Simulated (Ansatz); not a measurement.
Reaction (ligand exchange at the Si–N bond): `CN(C)[Si]O` + CH₃SH → `CS[Si]O` + dimethylamine

Gas-phase electronic energies from Ansatz, PBE0-D4/def2-TZVP geometries. CCSD(T)/CBS adds triple-zeta CCSD(T) − MP2 to the extrapolated MP2 energy (def2 sets, frozen cores). This one scheme is used for every species. Functionals use def2-TZVPP. One conformer a species, not always the lowest.

| level | ΔE (eV) |
| --- | --- |
| ωB97X-V | 0.04 |
| SCS-MP2/def2-QZVPP | 0.06 |
| HF/CBS(def2) | 0.03 |
| CCSD/CBS(def2) | 0.04 |

Problem. What does CCSD(T)/CBS give? (Estimate.)

Solution. The calculation gave: +0.03 eV. The listed levels differ from it by 0.01, 0.03, 0.00, 0.01 eV.

Largest T1 diagnostic among the species: 0.014.

In def2-TZVPP, CCSD(T) changes the Hartree–Fock value by +0.06 eV (the triples alone add −0.01 eV) and MP2 by +0.06 eV. The D4 term adds +0.04 eV with B3LYP and +0.02 eV with PBE0; it sums over pairs of atoms, weighted by their polarisabilities, and B3LYP, whose exchange is more repulsive, gets the larger term.

B3LYP here is the variant with VWN-RPA as its local correlation; programs differ in this.
